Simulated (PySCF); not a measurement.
**Dipole moment and polarisability of `OCC1CC=CC1`**

Compound: C6H10O.
Geometry (GFN2-xTB, Å), atoms numbered from 1 in this order:
```xyz
17
C6H10O angstrom
O     -2.1205   -1.4945    0.2743
C     -1.4552   -0.3058    0.6278
C     -0.4678    0.1722   -0.4440
C      0.6096   -0.9026   -0.6897
C      1.8094   -0.3787    0.0375
C      1.6437    0.8688    0.4387
C      0.3014    1.4129    0.0499
H     -2.5755   -1.3549   -0.5640
H     -0.9146   -0.5364    1.5488
H     -2.1839    0.4916    0.8412
H     -1.0289    0.3880   -1.3584
H      0.2864   -1.8734   -0.3099
H      0.8321   -1.0191   -1.7538
H      2.6886   -0.9834    0.1770
H      2.3607    1.4722    0.9681
H      0.4116    2.1590   -0.7419
H     -0.2040    1.8960    0.8886
```

Level: B3LYP/def2-SVPD (PySCF), static field, nuclei fixed, core orbitals frozen in the response. The polarisability tensor in these axes (au):

```
x   76.65  1.28  1.49
y    1.28 78.10  5.78
z    1.49  5.78 63.64
```

Q: Give the principal values, the mean and the anisotropy Δα = √{½[(α1 − α2)² + (α2 − α3)² + (α1 − α3)²]}.

A: Principal values 61.55, 76.01 and 80.83 au; mean 72.80 au = 10.79 Å³ = 12.00 × 10⁻⁴⁰ C²·m²/J; Δα = 17.38 au (24 % of the mean).

Q: What is the dipole moment, and where does it point?

A: (0.02, 1.34, -1.08) D, 1.72 D in size, pointing from the negative to the positive side. Measured along this direction, the outermost atoms are H9 and O1 at the negative end and H16 at the positive end.

Q: How large is μ²/3kT at 250 K beside α?

A: In Gaussian units μ²/3kT = 28.42 Å³ against 10.79 Å³, a ratio of 2.63; the Debye molar polarisation (4π/3)N_A(α + μ²/3kT) is 98.9 cm³/mol, leaving out the vibrational part.

Q: Estimate the molar refractivity from the static electronic polarisability.

A: Lorentz–Lorenz: R = (4π/3)N_A α = 2.5225 cm³/(mol·Å³) × 10.79 Å³ = 27.2 cm³/mol, in the limit of long wavelengths.

Q: What would n − 1 = 2πNα be for an ideal gas of these molecules at 350 K and 1 atm, electronic part alone?

A: N = p/kT = 2.0968 × 10¹⁹ cm⁻³, so n − 1 = 2π × N × 10.79 × 10⁻²⁴ cm³ = 1421 × 10⁻⁶ at long wavelengths, for an ideal gas.

The structure is a single GFN2-xTB conformer in the gas phase; no vibrational or solvent corrections.
